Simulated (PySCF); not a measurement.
# Computed properties of S4, SMILES S1SSS1

S₄, SMILES S1SSS1. The structure is a stationary point at B3LYP-D3(BJ)/def2-SVP. The values are those of a single conformer. All values are computed for the isolated molecule unless a solvent is named; none is compared with measurement here.

**Structure.** The optimised structure has D2d symmetry. All 6 harmonic modes at B3LYP-D3(BJ)/def2-SVP (PySCF) are real, so it is a minimum. With heavy atoms numbered as in [S:1]1[S:2][S:3][S:4]1, the shortest bond between them is S1–S2 at 2.169 Å and the longest S3–S4 at 2.169 Å.

**Vibrations.** No mode carries more than 0.5 km/mol of infrared intensity. The softest mode is at 182 cm⁻¹ and the zero-point energy is 3.0 kcal/mol.

**Electronic structure.** M06-2X/def2-TZVPD (PySCF) places the frontier levels at -7.50 and -2.27 eV, a gap of 5.23 eV, and gives a dipole moment of 0.00 D and a mean polarisability of 80.8 bohr³. PBE/def2-TZVPD (PySCF) at the same geometry gives -5.25 and -4.09 eV, so its gap is 4.07 eV narrower. An orbital gap is neither the optical nor the fundamental gap.

**Excitations.** TDA-ωB97X/def2-SVPD (PySCF) has S1 at 2.06 eV (602 nm, f = 0.005, weak); the most intense of the 10 singlets computed lies at 2.06 eV (f = 0.00). Strengths of degenerate partners are summed. T1 (TDA) is at 1.51 eV, 0.55 eV under S1. TDA-PBE/def2-SVPD (PySCF) puts S1 at 1.31 eV.

**Solvation.** SMD-ωB97X/6-31G* (PySCF) gives -2.7 kcal/mol in water, -5.3 kcal/mol in n-hexane, -5.7 kcal/mol in toluene (1 M in both phases, gas-phase geometry); of these solvents toluene holds the molecule best.
